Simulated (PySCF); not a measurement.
**NaGa: energy against distance**

Set-up: basis Na aug-pcseg-1, Ga aug-pcseg-1; no relativity; PySCF 2.14. Energies in eV from Na + Ga in their ground configurations at the same level. All curves are PBE0. state 1: ¹Σ⁺ (singlet), closed shell; state 2: ³Π (triplet), unpaired electrons σ ↑, π ↑, a second solution, started from another occupation; state 3: Ms = 0 determinant of mixed spin (⟨S²⟩ near 1.0), unpaired electrons σ ↑, π ↓, a second solution, started from another occupation; state 4: triplet, unpaired electrons σ ↑↑, a second solution, started from another occupation.

```csv
R (Å),state 1,state 2,state 3,state 4
2.695,-0.4912,-0.4922,-0.2886,0.6536
2.821,-0.6086,-0.5442,-0.3495,0.4927
2.946,-0.6751,-0.5616,-0.3776,0.3723
3.040,-0.6994,-0.5588,-0.3837,0.3018
3.134,-0.7067,-0.5463,-0.3808,0.2445
3.228,-0.7002,-0.5269,-0.3714,0.1975
3.353,-0.6749,-0.4937,-0.3520,0.1477
3.510,-0.6233,-0.4457,-0.3213,0.1011
3.698,-0.5418,-0.3848,-0.2804,0.0617
3.949,-0.4141,-0.3065,-0.2259,0.0282
```

Question: Put a parabola through the three lowest points of the state 1 curve and estimate Re, k and ωe (reduced mass 17.24 u; 1 eV/Å² = 0.16022 mdyn/Å; ωe = 1302.8·√(k/μ) cm⁻¹).

Answer: Through R = 3.04, 3.134, 3.228 Å the second-order coefficient is 0.781 eV/Å², so Re ≈ 3.137 Å, k ≈ 0.250 mdyn/Å and ωe ≈ 157 cm⁻¹. A polynomial fit of higher order to the unrounded PBE0 energies gives Re = 3.133 Å, k = 0.248 mdyn/Å, ωe = 156 cm⁻¹; anharmonicity and rounding make the difference.

The higher-order fit for each curve: state 1: Re = 3.133 Å, ωe = 156 cm⁻¹, De = 0.71 eV; state 2: Re = 2.969 Å, ωe = 147 cm⁻¹, minimum 0.56 eV below the ground-state fragments; state 3: Re = 3.052 Å, ωe = 124 cm⁻¹, minimum 0.384 eV below the ground-state fragments. State 4 gave no clean fit.

Closed-shell solutions of metal pairs were not tested for spin polarisation, which can lower them a little.
